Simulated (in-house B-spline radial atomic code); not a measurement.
# RPA and G0W0 on LDA VWN5: Cr21+

Configuration [He] 2s1, highest spin, mean-field start LDA VWN5. Computed with an all-electron radial atomic-structure program (B-spline basis): all electrons, non-relativistic, point nucleus, each spin shell either full or empty, empty states to l = 9 with an (l + 1/2)⁻⁴ tail; G0W0 by contour deformation at full frequency.

Command:
```bash
python run_gw.py task.json out
```
Settings (radii: box in bohr, nucleus in fm):
```
Z                        24
electrons                3
configuration            [He] 2s1
hamiltonian              nr
method                   lda,vwn
lmax                     9
spin_polarised           True
box_radius               3.94
intervals                45
ion_configuration        1s2
```

Time taken, with all properties: 0.6 s on 1 thread of Arm Neoverse V2, on a shared host.

Energies (hartree):

```csv
term,value
mean-field total,-621.88382
Hartree-Fock functional on these orbitals,-623.80531
direct second order,-0.33196
second-order exchange,0.279
SOSEX correction,0.21406
```

Problem. What is the RPA correlation energy, and what remains with SOSEX?

Solution. RPA gives -0.26582 hartree (-2.41 eV per electron); RPA + SOSEX gives -0.051763, and the second-order doubles -0.052961 hartree (no singles). SOSEX takes back 81 % of the RPA value.

Quasi-particle levels (eV):

```json
{"level": "2s up", "occupied": "yes", "mean field": "-1668.90", "Σx - vxc": "-37.31", "Σc": "?", "QP weight": "?", "G0W0": "?"}
{"level": "1s down", "occupied": "yes", "mean field": "-7136.36", "Σx - vxc": "-167.55", "Σc": "2.55", "QP weight": "0.997", "G0W0": "-7301.35"}
{"level": "1s up", "occupied": "yes", "mean field": "-7143.13", "Σx - vxc": "-173.88", "Σc": "1.94", "QP weight": "0.988", "G0W0": "-7315.07"}
{"level": "2s down", "occupied": "no", "mean field": "-1638.21", "Σx - vxc": "25.04", "Σc": "-9.96", "QP weight": "0.901", "G0W0": "-1623.14"}
```

G0W0 = mean field + (Σx - vxc) + Σc, with Σc (partial-wave tail included) taken at the quasi-particle energy.

Problem. Where does G0W0 put 2s up?

Solution. At -1711.74 eV, with Σc = -5.54 eV and a quasi-particle weight of 0.965. The tabulated removal energy is 1721.183 ± 0.007 eV (NIST, tabulated theory); the calculation leaves out relativity, Breit and QED terms, and what these don't explain is the method's own error.

Problem. What does it cost to remove one electron (to 1s2) by differences of total energies, each species on its own start (correlation terms add to the Hartree-Fock functional)?

Solution. LDA VWN5 1703.84 eV, Hartree-Fock functional 1706.08 eV, + RPA 1710.79 eV, + RPA + SOSEX 1706.23 eV, + second order 1706.24 eV. Tabulated: 1721.183 ± 0.007 eV (NIST, tabulated theory); the calculation leaves out relativity, Breit and QED terms, and what these don't explain is the method's own error.
